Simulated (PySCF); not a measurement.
C₂H (SMILES [C-]#C), charge -1, singlet, geometry from GFN2-xTB (in this run its highest filled SCF level lies above zero, so its values depend strongly on the basis, on diffuse functions most of all); PySCF with PBE/def2-TZVP.

PySCF was given this input:
```python
from pyscf import gto, scf, dft

mol = gto.M(
    atom='''
C    -0.000000   -0.000000   -0.479965
C     0.000000    0.000000    0.746059
H    -0.000000   -0.000000   -1.596566
''',
    basis='def2-tzvp',
    charge=-1,
    spin=0,
    verbose=4,
)

mf = dft.RKS(mol)
mf.xc = 'pbe'
mf.kernel()
mf.analyze()
```

Question: Predict the main parts of the log of this PySCF run.

Answer: 
```
PySCF version 2.14.0

[INPUT] verbose = 4
[INPUT] num. atoms = 3
[INPUT] num. electrons = 14
[INPUT] charge = -1
[INPUT] spin (= nelec alpha-beta = 2S) = 0
[INPUT] symmetry False subgroup None
[INPUT] Mole.unit = angstrom
[INPUT] Symbol           X                Y                Z      unit          X                Y                Z       unit  Magmom
[INPUT]  1 C      0.000000000000   0.000000000000  -0.479965000000 AA    0.000000000000   0.000000000000  -0.907002399377 Bohr   0.0
[INPUT]  2 C      0.000000000000   0.000000000000   0.746059000000 AA    0.000000000000   0.000000000000   1.409847182767 Bohr   0.0
[INPUT]  3 H      0.000000000000   0.000000000000  -1.596566000000 AA    0.000000000000   0.000000000000  -3.017072479792 Bohr   0.0

nuclear repulsion = 19.7371931732209
number of shells = 26
number of NR pGTOs = 100
number of NR cGTOs = 68
basis = def2-tzvp
ecp = {}

******** <class 'pyscf.dft.rks.RKS'> ********
method = RKS
initial guess = minao
damping factor = 0
level_shift factor = 0
DIIS = <class 'pyscf.scf.diis.CDIIS'>
diis_start_cycle = 1
diis_space = 8
diis_damp = 0
SCF conv_tol = 1e-09
SCF conv_tol_grad = None
SCF max_cycles = 50
direct_scf = True
direct_scf_tol = 1e-13
XC library pyscf.dft.libxc version 7.1.2
    S. Lehtola, C. Steigemann, M. J. T. Oliveira, and M. A. L. Marques,  SoftwareX 7, 1–5 (2018)
XC functionals = pbe
    J. P. Perdew, K. Burke, and M. Ernzerhof,  Phys. Rev. Lett. 77, 3865 (1996)
    J. P. Perdew, K. Burke, and M. Ernzerhof,  Phys. Rev. Lett. 78, 1396 (1997)
    J. P. Perdew, K. Burke, and M. Ernzerhof,  Phys. Rev. Lett. 77, 3865 (1996)
    J. P. Perdew, K. Burke, and M. Ernzerhof,  Phys. Rev. Lett. 78, 1396 (1997)
radial grids:
    Treutler-Ahlrichs [JCP 102, 346 (1995); DOI:10.1063/1.469408] (M4) radial grids

becke partition: Becke, JCP 88, 2547 (1988); DOI:10.1063/1.454033
pruning grids: <function nwchem_prune>
grids dens level: 3
symmetrized grids: False
atomic radii adjust function: <function treutler_atomic_radii_adjust>
small_rho_cutoff = 0
Set gradient conv threshold to 3.16228e-05
Initial guess from minao.
tot grids = 38048
init E= -76.6384895752245
  HOMO = -0.312857751925653  LUMO = -0.0426497061004601  gap/eV = 7.35274
cycle= 1 E= -76.5015551159407  delta_E= 0.137  |g|= 0.624  |ddm|= 1.56
  HOMO = 0.192302099269785  LUMO = 0.248980345622549  gap/eV = 1.54229
cycle= 2 E= -75.9563096368894  delta_E= 0.545  |g|= 1.39  |ddm|= 24.6
  HOMO = 0.0282841773651401  LUMO = 0.249535260810402  gap/eV = 6.02055
cycle= 3 E= -76.5998383507256  delta_E= -0.644  |g|= 0.349  |ddm|= 24.2
  HOMO = 0.0330645998130841  LUMO = 0.22733359675907  gap/eV = 5.28633
cycle= 4 E= -76.6288941426541  delta_E= -0.0291  |g|= 0.157  |ddm|= 0.43
  HOMO = 0.0340964668694226  LUMO = 0.225007638631304  gap/eV = 5.19496
cycle= 5 E= -76.6348280742494  delta_E= -0.00593  |g|= 0.0172  |ddm|= 0.106
  HOMO = 0.0330986462018275  LUMO = 0.227654007001362  gap/eV = 5.29412
cycle= 6 E= -76.6349410408143  delta_E= -0.000113  |g|= 0.000743  |ddm|= 0.0344
  HOMO = 0.0328325293992655  LUMO = 0.227490374784953  gap/eV = 5.29691
cycle= 7 E= -76.6349412135906  delta_E= -1.73e-07  |g|= 0.0003  |ddm|= 0.00558
  HOMO = 0.0328955616465066  LUMO = 0.227516896854066  gap/eV = 5.29592
cycle= 8 E= -76.6349412401791  delta_E= -2.66e-08  |g|= 4.41e-05  |ddm|= 0.00104
  HOMO = 0.0328984188774518  LUMO = 0.227516481434019  gap/eV = 5.29583
cycle= 9 E= -76.6349412407313  delta_E= -5.52e-10  |g|= 4.9e-06  |ddm|= 7.45e-05
  HOMO = 0.0328994722229721  LUMO = 0.227517439534761  gap/eV = 5.29582
Extra cycle  E= -76.6349412407048  delta_E= 2.66e-11  |g|= 1.12e-05  |ddm|= 2.36e-05
converged SCF energy = -76.6349412407048
**** SCF Summaries ****
Total Energy =                         -76.634941240704762
Nuclear Repulsion Energy =              19.737193173220938
One-electron Energy =                 -145.230360061583269
Two-electron Energy =                   48.858225647657569
Two-electron Coulomb Energy =           60.052781871266987
DFT Exchange-Correlation Energy =      -11.194556223609416
HOMO-LUMO gap [eV] =                     5.295824634948834
**** MO energy ****
MO #1   energy= -9.60397117324012  occ= 2
MO #2   energy= -9.59586563656219  occ= 2
MO #3   energy= -0.391292149608347 occ= 2
MO #4   energy= -0.221694467023827 occ= 2
MO #5   energy= 0.0163858374620274 occ= 2
MO #6   energy= 0.0163858374620494 occ= 2
MO #7   energy= 0.0328994722229721 occ= 2
MO #8   energy= 0.227517439534761  occ= 0
MO #9   energy= 0.25764687035508   occ= 0
MO #10  energy= 0.257646870355081  occ= 0
MO #11  energy= 0.337006420326947  occ= 0
MO #12  energy= 0.406051912534044  occ= 0
MO #13  energy= 0.412835540717009  occ= 0
MO #14  energy= 0.412835540717014  occ= 0
MO #15  energy= 0.478647527623949  occ= 0
 ** Mulliken pop on meta-lowdin orthogonal AOs  **
 ** Mulliken pop  **
 ** Mulliken atomic charges  **
charge of    0C =     -0.48835
charge of    1C =     -0.58940
charge of    2H =      0.07775

WARN: System has nonzero charge -1; the dipole moment is origin-dependent.
Location of origin: [0. 0. 0.]

Dipole moment(X, Y, Z, Debye): -0.00000,  0.00000, -3.33232
```
